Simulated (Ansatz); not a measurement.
`[SiH3]C[NH][GaH2]`, charge 0, multiplicity 1.

(1) Give a relaxed structure at PBE0-D4/def2-TZVP (the Gaussian-basis code of Ansatz). (Estimate.)

Results:

(1) The calculation gave: 
Cartesian coordinates in Å:
```
Si -0.7699 1.0190 1.3915
C -0.4785 -0.5855 0.4380
N 0.7741 -0.5395 -0.2926
Ga 1.0150 -0.5524 -2.0957
H 0.4067 1.2797 2.2673
H -1.9911 0.9504 2.2433
H -0.9032 2.1494 0.4340
H -1.3042 -0.7220 -0.2682
H -0.5256 -1.4451 1.1209
H 1.5771 -0.4369 0.3094
H 2.4858 -0.4314 -2.5997
H -0.2862 -0.6858 -2.9483
```
This is one stationary point; other conformers may exist.
